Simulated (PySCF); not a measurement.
Molecule: `InChI=1S/C2H6O.Al.H3OSi.2H/c1-3-2;;1-2;;/h1-2H3;;2H3;;/q;+1;-1;;`.

Bonds (- single, = double, # triple, : aromatic): C1-O2, O2-C3, O2-Al4, Al4-O5, O5-Si6. C1 carries H7, H8, H9; C3 carries H10, H11, H12; Al4 carries H13, H14; Si6 carries H15, H16, H17. Formal charges: O2 +1, Al4 -1.

Frames of a GFN2-xTB Langevin trajectory at 400 K; GIAO PBE0/pcSseg-1 shieldings in PySCF 2.14.0 with density-fitted response routines, gas phase, non-relativistic; equivalent atoms averaged within each frame.

Referencing at the same level of theory: TMS for $^{13}$C (186.93 ppm) and $^{29}$Si (349.16 ppm) and $^{1}$H (31.72 ppm); H2O for $^{17}$O (336.08 ppm); $^{27}$Al (489.97 ppm) vs AlH4-. The references are static minima.

**Question.** How do the shifts (ppm) fluctuate along the trajectory?

**Answer.** 
```
         time (fs)  C1/C3    O5    O2   Al4    Si6  H15/H16/H17  H13/H14  H7/H8/H9/H10/H11/H12
optimised geometry   59.2  25.0  -4.7  43.1  -48.3         5.32     3.80                  3.78
               250   64.2  23.2  10.0  51.6  -39.9         5.03     4.70                  4.26
               425   58.8  33.2   6.1  61.7  -49.0         5.72     3.28                  3.93
               625   70.0  34.3  14.5  76.5  -48.9         5.11     3.86                  4.22
               800   65.6  37.6   5.3  47.5  -42.1         5.47     4.05                  4.35
              1000   59.8  24.9  -2.7  33.5  -39.0         5.38     4.14                  4.22
    mean of frames   63.7  30.6   6.6  54.2  -43.8         5.34     4.00                  4.20
standard deviation    4.6   6.3   6.4  16.1    4.9         0.28     0.51                  0.16
```

5 frames give an uncertainty of the mean of about the standard deviation over 2.2 at best, since frames this close in time may not be independent; classical motion lacks zero-point vibration, and the reference would need the same averaging.
